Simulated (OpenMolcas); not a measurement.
Au3+ in K2NaGaF6: curves along the breathing mode

Au3+ with its 6 nearest fluoride ions, on the Ga site of K2NaGaF6 (a = 8.246 Å, distance in the model lattice 1.938 Å). The rest of the host is ab initio model potentials to 7.6 Å, with orthogonalisation functions on the cations behind the ligands, and point charges beyond; the distance is set by hand and nothing relaxes. Ligand basis ANO-RCC-VDZP.

```
Program             : OpenMolcas 26.06
Method              : SS-CASPT2, IPEA 0.25 Eh, imaginary shift 0.1 Eh (closed shells correlated: 5s 5p and the ligand valence shells)
Basis               : ANO-RCC-VDZP [7s6p4d2f]
Scalar Hamiltonian  : DKH2, point nucleus
Active space        : 8 electrons in 5 orbitals (5d)
State averaging     : 2S+1 = 3 even, 10 roots; 2S+1 = 1 even, 15 roots
Spin-orbit coupling : state interaction with AMFI integrals over the reference wave functions
```

Spin-free energies (labels of O, the rotations of Oh) in cm-1 above the lowest fitted minimum, as all ligands move together:

```tsv
R (Å)	3A2	1E	3T2	3T1	3T1(2)	1E(2)
1.945	4580	11520	36980	43540	71650	77570
1.991	700	7360	30650	37090	62950	68650
2.036	120	6520	27940	34340	58320	63810
2.082	2350	8390	28440	34540	57140	62270
2.128	7080	12790	31780	37760	58990	63760
2.174	14050	19320	37560	43330	63660	67950
2.22	23100	27870	45590	51200	70900	74580
```

Cubic fits give the following; the wavenumber is harmonic, with the mass of all moving ligands, small differences in it between states hang on the degree of the fit, a number in brackets counts states of one label, and the table is a selection of at most 14 states with clean curves.

| State | R0 (Å) | Breathing mode (cm-1) | Minimum (cm-1) |
| --- | --- | --- | --- |
| 3A2 | 2.023 | 644 | 0 |
| 1E | 2.028 | 638 | 6450 |
| 3T2 | 2.052 | 660 | 27770 |
| 3T1 | 2.055 | 655 | 34040 |
| 3T1(2) | 2.076 | 671 | 57050 |
| 1E(2) | 2.081 | 659 | 62230 |

The minimum of 3T2 is shifted by +0.0286 Å against 3A2 (from the unrounded fits). With M = 114.0 u for the moving shell, the Huang-Rhys factor in this mode is S = M ω ΔR² / 2ħ = 0.01483 × 114.0 × 644 × 0.0286² = 0.89. Only the first shell moves, against a rigid host.

Roots that are degenerate in the reference are averaged as groups; the widest CASPT2 spread within a group is 480 cm-1 (the 3-fold group of multiplicity 1 near 32600 cm-1 above the lowest state of its run, R = 2.128). Shifts and gaps below about the spread of the groups concerned are not significant. Over all roots computed the reference weight is 0.70 to 0.72 in R = 1.945, 0.70 to 0.72 in R = 1.991, 0.69 to 0.72 in R = 2.036, 0.69 to 0.72 in R = 2.082, 0.68 to 0.71 in R = 2.128, 0.67 to 0.71 in R = 2.174, 0.66 to 0.71 in R = 2.22; a low but even weight reflects the number of correlated electrons. Real 4d8 and 5d8 ions are as a rule square planar and diamagnetic. Ligand-to-metal charge-transfer states are missing. With no ligand orbital active B as a rule stays too high, so bands that hang on it stand too high and its fall with covalency is understated. With one d shell and no ligand orbital active, 10Dq can be off by a tenth or more. The least metal-like active orbital is 74 % on the metal (Löwdin) and no ligand orbital is active, so the numbers are rough (holds for R = 1.945; R = 1.991; R = 2.036; R = 2.128; R = 2.174; R = 2.22). The least metal-like active orbital is 75 % on the metal (Löwdin) and no ligand orbital is active, so the numbers are rough (holds for R = 2.082). No measured value stands beside these numbers.
